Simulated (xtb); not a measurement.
xtb input for H2INSi, SMILES [Si](I)N (connectivity only; charge and spin as stated), neutral, multiplicity 1, GFN2-xTB. 

```
$ xtb mol.xyz --gfn 2 --sp --chrg 0 --uhf 0 --json
$ cat mol.xyz
5

Si     0.75157699     1.56908518     0.00000000
I     -0.04876620    -0.82119931    -0.00000000
N     -0.77163192     2.33519567    -0.00000000
H     -1.66951507     1.87364571     0.00000000
H     -0.86653074     3.33635576     0.00000000
```

Program output:

```
[banner left out]
          |                Calculation Setup                |
           -------------------------------------------------



           -------------------------------------------------
          |                 G F N 2 - x T B                 |
           -------------------------------------------------

        Reference                      10.1021/acs.jctc.8b01176
      * Hamiltonian:
        H0-scaling (s, p, d)           1.850000    2.230000    2.230000
        zeta-weighting                 0.500000
      * Dispersion:
        s8                             2.700000
        a1                             0.520000
        a2                             5.000000
        s9                             5.000000
      * Repulsion:
        kExp                           1.500000    1.000000
        rExp                           1.000000
      * Coulomb:
        alpha                          2.000000
        third order                    shell-resolved
        anisotropic                    true
        a3                             3.000000
        a5                             4.000000
        cn-shift                       1.200000
        cn-exp                         4.000000
        max-rad                        5.000000


          ...................................................
          :                      SETUP                      :
          :.................................................:
          :  # basis functions                  26          :
          :  # atomic orbitals                  24          :
          :  # shells                           10          :
          :  # electrons                        18          :
          :  max. iterations                   250          :
          :  Hamiltonian                  GFN2-xTB          :
          :  restarted?                      false          :
          :  GBSA solvation                  false          :
          :  PC potential                    false          :
          :  electronic temp.          300.0000000     K    :
          :  accuracy                    1.0000000          :
          :  -> integral cutoff          0.2500000E+02      :
          :  -> integral neglect         0.1000000E-07      :
          :  -> SCF convergence          0.1000000E-05 Eh   :
          :  -> wf. convergence          0.1000000E-03 e    :
          :  Broyden damping             0.4000000          :
          :  net charge                          0          :
          :  unpaired electrons                  0          :
          ...................................................

 iter      E             dE          RMSdq      gap      omega  full diag
   1     -9.5305074 -0.953051E+01  0.100E+01    3.04       0.0  T
   2     -9.5578721 -0.273647E-01  0.612E+00    3.01       1.0  T
   3     -9.5618072 -0.393515E-02  0.507E+00    2.71       1.0  T
   4     -9.5679838 -0.617655E-02  0.255E+00    2.96       1.0  T
   5     -9.5680659 -0.821656E-04  0.100E+00    2.91       1.0  T
   6     -9.5677620  0.303924E-03  0.672E-01    3.07       1.0  T
   7     -9.5686254 -0.863424E-03  0.346E-01    3.03       1.0  T
   8     -9.5685665  0.589749E-04  0.327E-01    2.98       1.0  T
   9     -9.5687384 -0.171926E-03  0.188E-01    2.99       1.0  T
  10     -9.5688110 -0.726369E-04  0.501E-02    3.02       1.0  T
  11     -9.5688165 -0.548879E-05  0.163E-02    3.01       2.7  T
  12     -9.5688172 -0.655653E-06  0.205E-03    3.01      21.9  T
  13     -9.5688172 -0.637529E-08  0.277E-04    3.01     161.7  T
  14     -9.5688172  0.638600E-10  0.290E-04    3.01     154.2  T

   *** convergence criteria satisfied after 14 iterations ***

         #    Occupation            Energy/Eh            Energy/eV
      -------------------------------------------------------------
         1        2.0000           -0.7132592             -19.4088
       ...           ...                  ...                  ...
         3        2.0000           -0.5742641             -15.6265
         4        2.0000           -0.5305842             -14.4379
         5        2.0000           -0.4401109             -11.9760
         6        2.0000           -0.4143365             -11.2747
         7        2.0000           -0.3829677             -10.4211
         8        2.0000           -0.3813852             -10.3780
         9        2.0000           -0.3586319              -9.7589 (HOMO)
        10                         -0.2479124              -6.7460 (LUMO)
        11                         -0.1982493              -5.3946
        12                         -0.1491770              -4.0593
        13                         -0.0447000              -1.2164
        14                         -0.0151013              -0.4109
       ...                                ...                  ...
        24                          0.7604755              20.6936
      -------------------------------------------------------------
                  HL-Gap            0.1107196 Eh            3.0128 eV
             Fermi-level           -0.3032722 Eh           -8.2525 eV

 SCC (total)                   0 d,  0 h,  0 min,  0.003 sec
 SCC setup                      ...        0 min,  0.000 sec (  2.091%)
 Dispersion                     ...        0 min,  0.000 sec (  0.768%)
 classical contributions        ...        0 min,  0.000 sec (  0.363%)
 integral evaluation            ...        0 min,  0.000 sec ( 17.716%)
 iterations                     ...        0 min,  0.001 sec ( 55.465%)
 molecular gradient             ...        0 min,  0.001 sec ( 21.898%)
 printout                       ...        0 min,  0.000 sec (  1.455%)

         :::::::::::::::::::::::::::::::::::::::::::::::::::::
         ::                     SUMMARY                     ::
         :::::::::::::::::::::::::::::::::::::::::::::::::::::
         :: total energy              -9.506136894605 Eh    ::
         :: gradient norm              0.000114418688 Eh/a0 ::
         :: HOMO-LUMO gap              3.012832911843 eV    ::
         ::.................................................::
         :: SCC energy                -9.568817124342 Eh    ::
         :: -> isotropic ES            0.023939201129 Eh    ::
         :: -> anisotropic ES         -0.000378958929 Eh    ::
         :: -> anisotropic XC         -0.004700797920 Eh    ::
         :: -> dispersion             -0.003138541278 Eh    ::
         :: repulsion energy           0.062680229737 Eh    ::
         :: add. restraining           0.000000000000 Eh    ::
         :: total charge              -0.000000000000 e     ::
         :::::::::::::::::::::::::::::::::::::::::::::::::::::

           -------------------------------------------------
          |                Property Printout                |
           -------------------------------------------------

    * Orbital Energies and Occupations

         #    Occupation            Energy/Eh            Energy/eV
      -------------------------------------------------------------
         1        2.0000           -0.7132592             -19.4088
         2        2.0000           -0.6540059             -17.7964
         3        2.0000           -0.5742641             -15.6265
         4        2.0000           -0.5305842             -14.4379
         5        2.0000           -0.4401109             -11.9760
         6        2.0000           -0.4143365             -11.2747
         7        2.0000           -0.3829677             -10.4211
         8        2.0000           -0.3813852             -10.3780
         9        2.0000           -0.3586319              -9.7589 (HOMO)
        10                         -0.2479124              -6.7460 (LUMO)
Note: The following floating-point exceptions are signalling: IEEE_DENORMAL
normal termination of xtb
        11                         -0.1982493              -5.3946
        12                         -0.1491770              -4.0593
        13                         -0.0447000              -1.2164
        14                         -0.0151013              -0.4109
        15                          0.0077733               0.2115
        16                          0.0229440               0.6243
        17                          0.0583589               1.5880
        18                          0.0750216               2.0414
        19                          0.1101544               2.9975
        20                          0.1390080               3.7826
       ...                                ...                  ...
        24                          0.7604755              20.6936
      -------------------------------------------------------------
                  HL-Gap            0.1107196 Eh            3.0128 eV
             Fermi-level           -0.3032722 Eh           -8.2525 eV

     #   Z          covCN         q      C6AA      α(0)
     1  14 Si       1.679     0.419   184.079    28.846
     2  53 I        0.875    -0.319   396.043    34.355
     3   7 N        2.559    -0.395    30.250     8.168
     4   1 H        0.860     0.164     1.312     1.794
     5   1 H        0.861     0.131     1.535     1.941

 Mol. C6AA /au·bohr⁶  :       1681.578641
 Mol. C8AA /au·bohr⁸  :     113707.050807
 Mol. α(0) /au        :         75.103465


Wiberg/Mayer (AO) data.
largest (>0.10) Wiberg bond orders for each atom

 ---------------------------------------------------------------------------
     #   Z sym  total        # sym  WBO       # sym  WBO       # sym  WBO
 ---------------------------------------------------------------------------
     1  14 Si   2.552 --     3 N    1.320     2 I    1.209
     2  53 I    1.241 --     1 Si   1.209
     3   7 N    3.267 --     1 Si   1.320     5 H    0.974     4 H    0.949
     4   1 H    0.973 --     3 N    0.949
     5   1 H    0.983 --     3 N    0.974
 ---------------------------------------------------------------------------

Topologies differ in total number of bonds
Writing topology from bond orders to xtbtopo.mol

molecular dipole:
                 x           y           z       tot (Debye)
 q only:        0.469       1.404       0.000
   full:        0.002       2.171      -0.000       5.517
molecular quadrupole (traceless):
                xx          xy          yy          xz          yz          zz
 q only:        0.733       1.614       1.510       0.000       0.000      -2.243
  q+dip:        1.261      -1.966       0.506       0.000      -0.000      -1.767
   full:       -0.482      -2.828       0.935       0.000      -0.000      -0.453


           -------------------------------------------------
          | TOTAL ENERGY               -9.506136894605 Eh   |
          | GRADIENT NORM               0.000114418688 Eh/α |
          | HOMO-LUMO GAP               3.012832911843 eV   |
           -------------------------------------------------

------------------------------------------------------------------------
------------------------------------------------------------------------
 total:
 SCF:
```

The run converged.
